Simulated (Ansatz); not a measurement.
One change: `O[SiH]1[CH2][AlH]1` becomes `[SiH3][SiH]1[CH2][AlH]1`.

Ansatz, PBE0-D4/def2-TZVP geometries, multiplicity 1. Each molecule was computed in one conformer, which needn't be the lowest.

| property | `O[SiH]1[CH2][AlH]1` |
| --- | --- |
| HOMO energy (B3LYP/def2-TZVPP) / eV | -5.72 |
| HOMO energy (PBE0/def2-TZVPP) / eV | -5.89 |
| HOMO–LUMO gap (PBE0/def2-TZVPP) / eV | 4.12 |
| zero-point energy (PBE0-D4/def2-TZVP) / kJ/mol | 141.0 |
| HOMO–LUMO gap (B3LYP/def2-TZVPP) / eV | 3.78 |
| HOMO–LUMO gap (ωB97M-V/def2-TZVPP) / eV | 7.74 |

Give the same properties after the change, and the shifts. (Best estimate.)

Computed: 
```
                                      property  `[SiH3][SiH]1[CH2][AlH]1`  shift
           HOMO energy (B3LYP/def2-TZVPP) / eV                      -5.86  -0.14
            HOMO energy (PBE0/def2-TZVPP) / eV                      -6.04  -0.15
          HOMO–LUMO gap (PBE0/def2-TZVPP) / eV                       4.10  -0.02
zero-point energy (PBE0-D4/def2-TZVP) / kJ/mol                      170.7   29.7
         HOMO–LUMO gap (B3LYP/def2-TZVPP) / eV                       3.76  -0.02
       HOMO–LUMO gap (ωB97M-V/def2-TZVPP) / eV                       7.67  -0.07
```

The zero-point energy changes by 29.7 kJ/mol with +6 modes.

B3LYP here is the variant with VWN-RPA as its local correlation; programs differ in this.
